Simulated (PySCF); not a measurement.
# AsF from Hartree–Fock to correlated methods

State: ³Σ⁻ (triplet), unpaired electrons π ↑↑. Set-up: basis As aug-pcseg-1, F aug-pcseg-1; no relativity; PySCF 2.14. De refers to As + F in their high-spin ground configurations, without counterpoise correction. The functionals are run spin-unrestricted. A positive dipole means As(−)F(+).

```csv
Level,Re (Å),ωe (cm⁻¹),De (eV),μ (D),"CPU s a point (SCF and correlation, without the integrals)"
UHF,1.763,701,2.11,-2.12,0.22
UHF-MP2,1.802,649,4.08,n/a,0.4
UHF-SCS-MP2,1.803,645,3.95,n/a,n/a
LDA,1.782,668,5.36,-1.67,0.5
PBE,1.811,634,4.52,-1.81,0.77
r²SCAN,1.787,663,4.22,-1.75,1.1
PBE0,1.785,668,4.08,-1.89,1.2
B97-3,1.793,657,4.11,-1.96,0.69
M06,1.791,653,4.32,-2.19,1.2
CAM-B3LYP,1.785,670,4.25,-1.99,1.4
```

What does the step from GGA to meta-GGA do here, going from PBE to r²SCAN?

r²SCAN less PBE: -2.4 pm in Re, +4.6 % in ωe, -0.30 eV in De. 

What does the gradient correction do here, going from LDA to PBE?

PBE less LDA: +2.9 pm in Re, -5.1 % in ωe, -0.84 eV in De. The gradient correction favours the more uneven density of free atoms, so it tends to lengthen bonds and takes away much of the overbinding of LDA; so it does here.

What does second-order correlation do here, going from UHF to UHF-MP2?

UHF-MP2 less UHF: +3.9 pm in Re, -7.4 % in ωe, +1.97 eV in De. Correlation nearly always deepens the well. The bond lengthens, as in strong covalent bonds, where excitations into antibonding orbitals dominate.

Correlated steps freeze 10 core orbitals. Correlated levels converge slowly with the basis: in double zeta they bind strong bonds too weakly, by up to about 1 eV, and carry superposition errors of some tenths. Spin–orbit coupling is left out. The state is the lowest determinant that a PBE0 search found; another state may lie lower at other levels.

The whole job (state search and all levels along the bond) took about 2.6 min on 1 thread of Arm Neoverse V2 (shared host), peak memory 0.86 GiB.
